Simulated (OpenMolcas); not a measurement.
**Mo: terms and fine structure**

```
Program             : OpenMolcas 26.06
Method              : SS-CASPT2, IPEA 0.25 Eh, imaginary shift 0.1 Eh (closed shells correlated: 4s 4p)
Basis               : ANO-RCC-VQZP [8s7p5d3f2g1h]
Scalar Hamiltonian  : DKH2, point nucleus
Active space        : 6 electrons in 6 orbitals (4d 5s)
State averaging     : 2S+1 = 7 even, 1 root; 2S+1 = 5 even, 23 roots kept (CI in the orbitals of an earlier block); 2S+1 = 3 even, 30 roots kept (CI in the orbitals of an earlier block); 2S+1 = 1 even, 1 root kept (CI in the orbitals of an earlier block, 0 in the spin-orbit step)
Spin-orbit coupling : RASSI with atomic mean-field integrals over the reference wave functions, term energies averaged over their components
```

Spin-free terms above the lowest, with the occupations of the reference:

```
Configuration  Term  E (cm-1)      Occupations
       4d5 5s    7S       0.0  4d 5.00 5s 1.00
       4d5 5s    5S     10020  4d 5.00 5s 1.00
      4d4 5s2    5D     12050  4d 4.46 5s 1.54
       4d5 5s    5G     17820  4d 5.00 5s 1.00
       4d5 5s    5D     19800  4d 4.60 5s 1.40
       4d5 5s    5P     20100  4d 5.00 5s 1.00
       4d5 5s    3G     23110  4d 4.85 5s 1.15
       4d5 5s    3P     23720  4d 4.73 5s 1.27
       4d5 5s    3D     24530  4d 4.82 5s 1.18
       4d5 5s    3I     27590  4d 5.00 5s 1.00
```

With spin-orbit coupling, above the lowest level:

| Configuration | Term | J | E (cm-1) | Measured (cm-1) | g | Term weight % | Second |
| --- | --- | --- | --- | --- | --- | --- | --- |
| 4d5 5s | 7S | 3 | 0.0 | 0.0 | 2.001 | 100 |  |
| 4d5 5s | 5S | 2 | 10010 | 10768 | 1.999 | 99 |  |
| 4d4 5s2 | 5D | 0 | 11590 | 10966 |  | 99 |  |
| 4d4 5s2 | 5D | 1 | 11680 |  | 1.502 | 99 |  |
| 4d4 5s2 | 5D | 2 | 11850 |  | 1.503 | 99 |  |
| 4d4 5s2 | 5D | 3 | 12100 |  | 1.502 | 100 |  |
| 4d4 5s2 | 5D | 4 | 12430 |  | 1.501 | 100 |  |
| 4d5 5s | 5G | 4 | 17900 |  | 1.150 | 100 |  |
| 4d5 5s | 5G | 5 | 17900 |  | 1.267 | 100 |  |
| 4d5 5s | 5G | 3 | 17900 |  | 0.916 | 100 |  |
| 4d5 5s | 5G | 6 | 17900 |  | 1.334 | 100 |  |
| 4d5 5s | 5G | 2 | 17900 | 16641 | 0.332 | 100 |  |
| 4d5 5s | 5D | 2 | 19290 |  | 1.605 | 68 | 31 5P |
| 4d5 5s | 5D | 3 | 19360 |  | 1.562 | 61 | 37 5P |
| 4d5 5s | 5D | 1 | 19400 |  | 1.708 | 79 | 21 5P |
| 4d5 5s | 5D | 0 | 19560 |  |  | 100 |  |
| 4d5 5s | 5D | 4 | 20130 |  | 1.501 | 100 |  |
| 4d5 5s | 5P | 1 | 20400 |  | 2.293 | 79 | 21 5D |
| 4d5 5s | 5P | 2 | 20620 |  | 1.727 | 68 | 32 5D |
| 4d5 5s | 5P | 3 | 20700 |  | 1.599 | 59 | 39 5D |
| 4d5 5s | 3G | 3 | 23140 |  | 0.749 | 100 |  |
| 4d5 5s | 3G | 4 | 23180 |  | 1.050 | 100 |  |
| 4d5 5s | 3G | 5 | 23240 |  | 1.200 | 100 |  |
| 4d5 5s | 3P | 1 | 23280 |  | 1.299 | 80 | 20 3D |
| 4d5 5s | 3P | 2 | 23420 |  | 1.385 | 64 | 36 3D |
| 4d5 5s | 3P | 0 | 23430 |  |  | 100 |  |
| 4d5 5s | 3D | 3 | 24700 |  | 1.343 | 97 | 3 5P |
| 4d5 5s | 3D | 1 | 25020 |  | 0.703 | 80 | 20 3P |
| 4d5 5s | 3D | 2 | 25360 |  | 1.290 | 64 | 36 3P |
| 4d5 5s | 3I | 7 | 27680 |  | 1.143 | 100 |  |
| 4d5 5s | 3I | 5 | 27680 |  | 0.833 | 100 |  |
| 4d5 5s | 3I | 6 | 27680 |  | 1.024 | 100 |  |

Against the 3 measured excited levels shown (NIST Handbook of Basic Atomic Spectroscopic Data) the mean absolute deviation is 880 cm-1; the largest miss in energy is 4d5 5s 5G2: computed 17900, measured 16641 cm-1 (+7.6 %).

Spin-orbit coupling puts the lowest level 82.9 cm-1 below the lowest spin-free term.

Term energies are means over components that CASPT2 splits; among the terms shown or strongly mixed into the levels shown the widest spread is 460 cm-1 (4d5 5s 3G). Some high roots are left out of the spin-orbit mixing, which shifts the levels that they would mix with. Terms from blocks run as CI alone lack orbitals of their own. Configurations are named by rounded mean occupations; where the s occupation lies near a half they are strongly mixed, a name can repeat and a true partner stay unpaired. A single d shell beside an s shell can misplace configurations of different d count against each other. Computed and measured levels are paired by configuration, term and J; levels that our copy of the source lacks, or whose pairing is in doubt (as where it misses far off the trend of its configuration), stay unpaired and out of the deviations. Only configurations of the active space appear. The first state left out of the spin-orbit step lies near 36000 cm-1 above the lowest spin-free state of the reference (among the parities and spins computed), and the list stops at four fifths of that energy or lower.

The CASPT2 steps took 71 s on 1 thread of Intel(R) Xeon(R) Platinum 8259CL CPU @ 2.50GHz (Skylake/Cascade Lake), on a shared host; the integral step is not counted.

The term weight is that of the spin-free term in the level, not the purity of its configuration.
